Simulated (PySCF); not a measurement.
Computed shifts of a molecule C3H4ClFSi, PBE/pcSseg-1 (PySCF), GIAO, gas phase, atoms alike by connectivity averaged where their shifts nearly agree, in ppm (number of nuclei): ¹⁹F: -163.8 (1). ¹³C: 213.1 (1), 142.4 (1), 123.6 (1). ²⁹Si: -65.3 (1). ¹H: 7.82 (1), 4.71 (3). References: ¹⁹F against CFCl3 (σ = 133.6 ppm); ¹³C against TMS (σ = 182.0 ppm); ²⁹Si against TMS (σ = 335.4 ppm); ³⁵Cl against HCl (σ = 936.5 ppm); ¹H against TMS (σ = 31.49 ppm), references at their B3LYP-D3(BJ)/def2-TZVP geometries, non-relativistic (without spin–orbit terms, shifts of atoms bonded to Cl or Br come out too high). The structure is a stationary point at B3LYP-D3(BJ)/def2-SVP. Other conformers were not sampled.

Q: Pick the molecule that these values belong to.
A. F[Si@@]1(Cl)C=CC1
B. FC=C=C([SiH3])Cl
C. CC#C[Si@@H](F)Cl
D. C#C[Si@](C)(F)Cl

A: B, FC=C=C([SiH3])Cl
